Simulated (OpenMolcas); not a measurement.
Eu2+: effect of the metal basis and ligand basis

Eu2+ with 8 ligands (oxide) in cubic eightfold coordination (Oh) at 2.63 Å. A charge of +1.75 e stands 2.8 Å behind each ligand.

```
Program             : OpenMolcas 26.06
Method              : CASSCF
Spin-orbit coupling : state interaction with AMFI integrals over the reference wave functions
```

Fixed: active space 7 electrons in 7 orbitals (4f), DKH2 Hamiltonian.

States (labels of O, the rotations of Oh). Energies in cm-1 above the lowest state or level, χT in cm3 K/mol.

```csv
Run,Metal basis,Ligand basis,Ground state,χT at 300 K,Cost
A,ANO-RCC-VDZP,ANO-RCC-VDZP,8A1,7.859,roughly 80 core-seconds
B,ANO-RCC-VTZP,ANO-RCC-VTZP,8A1,7.858,roughly 12 core-minutes
```

Costs are those of the RASSCF and RASSI steps.

No quartet enters the spin-orbit mixing, so the splitting and order within the octet and the sextets are unsound, and g values and χT are rough. The oxide ions are held by bare point charges, a crude embedding. No measured value stands beside these numbers; the geometry is a model, was not optimised and need not be the one that this ion takes.
